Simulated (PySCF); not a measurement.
# Correlation energy of Ga¹³⁺ (gallium, charge +13)

Starting occupation: [Ar]. All numbers are calculated (PySCF 2.14, X2C-1e with screened-nucleus spin-orbit coupling, Gaussian nucleus, in an even-tempered Gaussian basis (19 s from 0.32 bohr⁻², ratio 2.6; 14 p from 0.41 bohr⁻², ratio 2.6; 6 d from 0.42 bohr⁻², ratio 2.8; 3 f from 12 bohr⁻², ratio 2.8)). Frozen: [Ne]; 8 electrons correlated; the 62 highest virtual spinors left out.

MP2 pair energies summed by pair of shells (mhartree):

| pair | energy | share (%) |
| --- | --- | --- |
| 3p3/2-3p3/2 | -111.49 | 37.9 |
| 3p1/2-3p3/2 | -107.09 | 36.4 |
| 3p1/2-3p1/2 | -28.71 | 9.8 |
| 3p3/2-3s1/2 | -23.74 | 8.1 |
| 3p1/2-3s1/2 | -12.06 | 4.1 |
| 3s1/2-3s1/2 | -11.18 | 3.8 |

Total MP2 correlation energy: -294.28 mhartree.

The virtual space was cut to 50 spinors, which keep -278.90 of the -294.28 mhartree of MP2 correlation.

```json
{"level": "CCSD", "correlation energy (mhartree)": "-306.60"}
{"level": "(T)", "correlation energy (mhartree)": "-2.92"}
{"level": "CCSD(T)", "correlation energy (mhartree)": "-309.52"}
```

Diagnostics: T1 = 0.00083, largest double amplitude 0.049.

Cost of the coupled-cluster step: about 19 core-seconds, for 8 occupied and 50 virtual spinors.

The coupled-cluster values are those of the cut space; adding the MP2 remainder, -15.38 mhartree, estimates the full space.

At this charge the one-electron X2C treatment keeps the bare 1/r₁₂, with no two-electron picture change or Breit term. The effect here is smaller than on the frozen 1s shell.
